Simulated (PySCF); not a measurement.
Working out the ionisation energy of Co

Co [Ar] 3d7 4s2 (4F) → Co⁺ [Ar] 3d8 (3F). Computed with PySCF 2.14 in jorge-DZP-DKH, with the spin-free X2C one-electron Hamiltonian (Gaussian nucleus). Frozen: [Ar]. Energies in hartree (1 hartree = 27.21139 eV):

| part | Co (lower) | Co⁺ (upper) |
| --- | --- | --- |
| UHF | -1391.670628 | -1391.370729 |
| MP2 opposite-spin | -0.099951 | -0.113636 |
| MP2 same-spin | -0.061877 | -0.069968 |

Q: What does Hartree-Fock give?

A: (-1391.370729) − (-1391.670628) = 0.299899 hartree = 8.161 eV.

Q: What do MP2 and SCS-MP2 (6/5 opposite-spin, 1/3 same-spin) give?

A: The opposite-spin parts differ by -0.372 eV and the same-spin parts by -0.220 eV. MP2: 8.161 + (-0.372) + (-0.220) = 7.569 eV. SCS-MP2: 8.161 + 1.2 × (-0.372) + (-0.220)/3 = 7.641 eV.

Measured between the centres of the two terms (NIST): 7.869 eV, so MP2 (valence) is off by -0.300 eV.

A double-zeta basis recovers only part of the correlation energy.

What remains against the reference includes basis incompleteness, the frozen core and correlation beyond second order.
